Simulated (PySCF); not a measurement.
[CFN2O2S]-: core ionisation energies

Species: CFN2O2S (charge -1).
Bonds: N1–C2 (triple), C2–N3, N3–S4, S4–O5 (double), S4–O6 (double), S4–F7.

Theory: delta-SCF UKS SCAN, pcX-2 on the ionised atom, pcseg-1 elsewhere, spin-free X2C in PySCF 2.14.0. Each binding energy is the total energy of the core-ionised species, with the hole localised on one atom, minus that of the ground state; both are solved self-consistently, so orbital relaxation is included.

Question: Give the core binding energies atom by atom.

Answer: 
```tsv
atom(s)	bonded to	level	binding energy (eV)	above the level's lowest (eV)	count
N1	C (triple bond)	N 1s	399.73	0.00	1
C2	N (triple bond) and N	C 1s	288.25	0.00	1
N3	S and C	N 1s	401.03	+1.30	1
S4	F, 2 O (double bond) and N	S 1s	2479.82	0.00	1
O5/O6	S (double bond)	O 1s	533.86	0.00	2
F7	S	F 1s	688.10	0.00	1
```

Lowest listed N 1s: N1, bonded to C (triple bond). Highest, 1.30 eV above it: N3, bonded to S and C.

Question: Express the binding energy of N 1s of N3 in atomic units and per mole.

Answer: 401.03 eV = 14.7376 Eh = 38694 kJ/mol.

One atom of each set of topologically equivalent atoms was ionised and stands for the set; in this conformer not all members are related by symmetry, and their own values weren't computed. Not every level is listed. The species carries charge -1, so core ionisation leaves a neutral species. The basis sets have no added diffuse functions. The structure is a single PBE0-D3(BJ)/def2-SVP conformer in the gas phase; no vibrational or solvent corrections.

Conformer computed: `[N:1]#[C:2][N-:3][S:4](=[O:5])(=[O:6])[F:7]`: C2–N3–S4–O5 32°.
